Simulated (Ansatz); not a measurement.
Geometry optimisation, RKS PBE0-D4/def2-SVP (Ansatz 0.2.0).

Input:

```yaml
crystal:
  periodic: [false, false, false]
  atoms:
    - { symbol: Ti, position_ang: [0.0, 0.0, 0.0] }
    - { symbol: Cl, position_ang: [0.0, 0.0, 2.72] }
    - { symbol: O, position_ang: [1.8106, 0.0, -0.6394] }
    - { symbol: H, position_ang: [2.1269, -0.9521, -0.756] }
    - { symbol: O, position_ang: [-0.9043, 1.5667, -0.6394] }
    - { symbol: H, position_ang: [-1.8621, 1.336, -0.8617] }
    - { symbol: O, position_ang: [-0.9043, -1.5667, -0.6394] }
    - { symbol: H, position_ang: [-1.359, -2.0324, 0.133] }
    - { symbol: F, position_ang: [1.1171, 1.6846, 0.6716] }
    - { symbol: H, position_ang: [0.8247, 1.2437, 1.8444] }
basis:
  gaussian: { orbitals: def2-SVP }
hamiltonian:
  xc: pbe0
  dispersion: d4
relax:
  f_tol: 0.15
  max_steps: 25
  restrain:
    - { distance: [0, 8], at: 3.03, k: 30.0 }
    - { distance: [9, 1], at: 2.57, k: 30.0 }
    - { distance: [0, 1], at: 2.37, k: 30.0 }
    - { distance: [9, 8], at: 0.92, k: 30.0 }
```

Run as:

```bash
$ ansatz run input.yaml --threads 4 --pin off --max-ram 5120MiB --backend cpu --events-out ev --progress --plain --runs-dir out
```

Q: Where does it end, and by what steps?

A: The run converged. The restraints hold the end off the free minimum. After 10 steps the energy has fallen by 2.721 eV (the restraints' own energy left out); F9 moved furthest, 0.82 Å. Parted: Ti1–F9 (2.13 → 3.02 Å). Joined: F9–H10 (1.29 → 0.92 Å).

| step | energy less start (eV) | largest force component (eV/Å) | accepted |
| --- | --- | --- | --- |
| 0 | 0.0000 | 4.112 | yes |
| 1 | -0.7800 | 4.061 | yes |
| 2 | -1.2460 | 5.057 | yes |
| 3 | -1.9453 | 4.073 | yes |
| 4 | -2.5859 | 1.058 | yes |
| 5 | -2.6536 | 0.860 | yes |
| 6 | -2.6791 | 1.063 | yes |
| 7 | -2.7006 | 0.946 | yes |
| 8 | -2.7126 | 0.868 | yes |
| 9 | -2.7139 | 0.872 | yes |
| 10 | -2.7210 | 0.896 | yes |

```xyz
10
Properties=species:S:1:pos:R:3
Ti -0.060 -0.122 0.045
Cl -0.126 -0.228 2.384
O 1.568 -0.259 -0.629
H 1.996 -1.047 -0.980
O -0.918 1.272 -0.622
H -1.805 1.300 -0.993
O -0.942 -1.559 -0.410
H -1.456 -2.297 -0.074
F 1.404 2.286 1.144
H 1.188 1.933 1.969
```

Run time: 38 s on 4 threads of Arm Neoverse V1 (shared host), peak memory 0.35 GiB.
